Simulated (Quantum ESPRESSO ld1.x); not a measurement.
Task: In20+, configuration [Ar] 3d10 4s1. All-electron calculation, scalar-relativistic Kohn-Sham, LDA (Slater exchange, Perdew-Zunger correlation), spin-polarised, spherical densities, point nucleus; open shells are filled with parallel spins first. Program: ld1.x of Quantum ESPRESSO 7.5. Some entries of the table are withheld. Estimate them.

| orbital | occ. | eigenvalue (hartree) | r(max) (bohr) | <r^2> (bohr^2) |
|---|---|---|---|---|
| 1s up | 1 | -1040.0552 | 0.019 | 0.001196 |
| 1s down | 1 | -1040.0351 | 0.019 | 0.001196 |
| 2s up | 1 | -173.3961 | 0.109 | 0.01945 |
| 2s down | 1 | -173.3828 | 0.109 | 0.01945 |
| 2p up | 3 | -157.9344 | 0.087 | 0.01532 |
| 2p down | 3 | -157.9213 | 0.087 | 0.01532 |
| 3s up | 1 | -48.6943 | 0.315 | (1) |
| 3s down | 1 | -48.6700 | 0.315 | (2) |
| 3p up | 3 | -43.6130 | 0.307 | 0.1350 |
| 3p down | 3 | -43.5876 | 0.307 | 0.1348 |
| 3d up | 5 | -35.7987 | (3) | 0.1176 |
| 3d down | 5 | -35.7744 | (4) | 0.1172 |
| 4s up | 1 | -21.4285 | 0.706 | 0.5984 |
| 4s down | 0 | -21.2421 | 0.706 | 0.5969 |

Result: 
(1) 3s up <r^2> (bohr^2): 0.1355
(2) 3s down <r^2> (bohr^2): 0.1353
(3) 3d up r(max) (bohr): 0.254
(4) 3d down r(max) (bohr): 0.254
